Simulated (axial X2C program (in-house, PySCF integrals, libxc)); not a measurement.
# Nuclear properties of OZrO

Computed with an in-house all-electron X2C program for linear molecules (integrals from PySCF): two-component X2C with atomic mean-field Coulomb and Gaunt terms, Gaussian nuclei, basis O dyall-av3z, Zr dyall-v3z with contracted cores.

O–Zr–O held linear, with bonds 1.842 and 1.842 Å (near the PBE0 minimum at charge 0 of the determinant lowest at the starting distance; the state shown can have its own minimum elsewhere, held linear; other orders of the atoms were not compared).

Input and command:
```json
{"zs": [8, 40, 8], "q": 0, "bas": ["dyall-av3z", "dyall-v3z", "dyall-av3z"], "r0": [1.84, 1.84], "symm": 1, "scan": ["PBE0", "HF", "TPSSh"], "levels": ["PBE0", "HF", "r2SCAN"], "nst": 2}
```
```bash
python solin.py task.json out
```

Keys: zs atomic numbers; q charge; bas basis sets; r0 starting distance in Å; symm equal bonds; scan levels of the two-bond scan; levels methods; nst determinants followed.

Determinant lowest in the PBE0 search, Ω = 0 (closed shell), highest spinor 87% O p, 7% Zr p, 3% Zr f:

```csv
level,qzz O (a.u.),qzz Zr (a.u.)
PBE0,-1.26,-9.20
HF,-1.42,-8.95
r2SCAN,-1.25,-9.38
```

qzz is the electric field gradient, eQq0 = 234.96 MHz × Q/barn × qzz. The operators were transformed with the bare-nucleus X2C matrices; with these basis sets, hyperfine constants and field gradients can be off by tens of per cent, and where levels differ in sign neither size nor sign is settled.

(1) With Q(17O) = -0.02558 barn, Q(91Zr) = -0.176 barn (Q from Pyykkö, Mol. Phys. 2018), turn the PBE0 values of the first state into constants in MHz.

The molecule was held linear; bending was not examined, so a bent shape may lie lower.

Each state is one determinant with collinear spin. The search compared states at one distance, so a state with another bond length can lie lower. Further determinants of the search, some of them spin-mixed, are not shown.

## Answers

(1) eQq0(17O) = 234.96 × (-0.02558) × (-1.26) = 7.57 MHz; eQq0(91Zr) = 234.96 × (-0.176) × (-9.20) = 380 MHz.
